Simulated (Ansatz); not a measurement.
AlF2HO (`[OH][Al]([F])[F]`), relaxed with RKS PBE0-D4/def2-TZVP in Ansatz from a PBE-D4/def2-SVP geometry. The force threshold is 0.005 eV/Å; the program also tests the step.

Total charge 0; spin multiplicity 1.

Start:

```xyz
5

O     0.586   -0.779    0.808
Al   -0.249    0.098   -0.383
F    -0.931   -0.731   -1.652
F    -0.415    1.755   -0.337
H     1.009   -0.342    1.564
```

(1) By how much does the energy fall, and how many steps does the optimiser take? (An estimate is asked.)

(2) Which bonds change most? (Best estimate.)

(3) Give the relaxed structure. (Estimate.)

Answers

(1) The calculation gave: 0.91 kcal/mol, in 5 steps, 1 of them rejected.

(2) Ansatz gave: Al2–F3 from 1.662 to 1.633 Å; Al2–F4 from 1.666 to 1.638 Å; O1–Al2 from 1.699 to 1.674 Å; O1–H5 from 0.970 to 0.955 Å.

(3) Ansatz gave: 
```xyz
5

O     0.580   -0.757    0.796
Al   -0.248    0.097   -0.383
F    -0.920   -0.719   -1.628
F    -0.410    1.726   -0.335
H     0.998   -0.347    1.551
```
